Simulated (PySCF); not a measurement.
Excitation energy of Zr⁺ by level of theory

Zr⁺ [Kr] 4d2 5s1 (4F) → Zr⁺ [Kr] 4d3 (4F), as a difference of total energies. All numbers are calculated (PySCF 2.14, scalar relativity through the core potential, in aug-cc-pwCVDZ-PP with ECP28MDF (6s6p5d3f, 70 functions)). Correlated levels: valence: 4s2 4p6 frozen. The calculations carry no spin-orbit coupling.

| method | excitation energy (eV) | error (eV) |
| --- | --- | --- |
| UHF | 0.469 | +0.157 |
| MP2 (valence) | 0.379 | +0.067 |
| SCS-MP2 (valence) | 0.439 | +0.127 |
| CCSD (valence) | 0.366 | +0.054 |
| CCSD(T) (valence) | 0.365 | +0.053 |

Reference: 0.312 eV (measured; NIST levels, between the centres of gravity of the two terms).

Errors of the correlated levels include the incompleteness of this basis and the frozen core.
